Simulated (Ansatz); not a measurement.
Consider the hydrogenolysis of a Ga–O bond: `N#[C][GaH][OH]` + H₂ → `N#[C][GaH2]` + H₂O.

Gas-phase electronic energies from Ansatz, PBE0-D4/def2-TZVP geometries. CCSD(T)/CBS is the MP2 limit (def2-TZVPP, def2-QZVPP) plus CCSD(T) − MP2 in def2-TZVPP, frozen cores. This one scheme is used for every species. Functionals use def2-TZVPP. For Ga outer-core shells are correlated without core-valence functions, which leaves a few kJ/mol of doubt a bond. Scalar relativity is left out up to krypton. Each species was taken in one conformer, which may not be the lowest.

(1) Is it downhill or uphill in electronic energy at CCSD(T)/CBS, and by how much? (Estimate.)

(2) What do these levels give: LDA (SPW92), PBE-D4, r2SCAN-D4, B97M-V, r2SCAN0-D4, BHLYP-D4, revPBE, r2SCANh, MP2/def2-SVP, CCSD/def2-TZVPP, SCS-MP2/def2-QZVPP, CCSD/CBS(def2)? (Best estimate.)

Largest T1 diagnostic among the species: 0.015.

Answers

(1) Ansatz gave: Uphill: ΔE = +10.6 kcal/mol.

(2) Computed: LDA (SPW92) 10.3, PBE-D4 10.8, r2SCAN-D4 12.0, B97M-V 9.4, r2SCAN0-D4 10.2, BHLYP-D4 9.4, revPBE 9.9, r2SCANh 11.1, MP2/def2-SVP 13.8, CCSD/def2-TZVPP 10.1, SCS-MP2/def2-QZVPP 11.7, CCSD/CBS(def2) 9.5 kcal/mol.

From r2SCAN to r2SCAN0 (25 % exact exchange), in def2-TZVPP and without D4, ΔE moves by −1.8 kcal/mol. Leaving LDA and LC-ωPBE aside and taking each functional with its dispersion term where it has one, the values, not all of them listed here, spread over 3.2 kcal/mol, from PBE0-D4 to BLYP-D4.
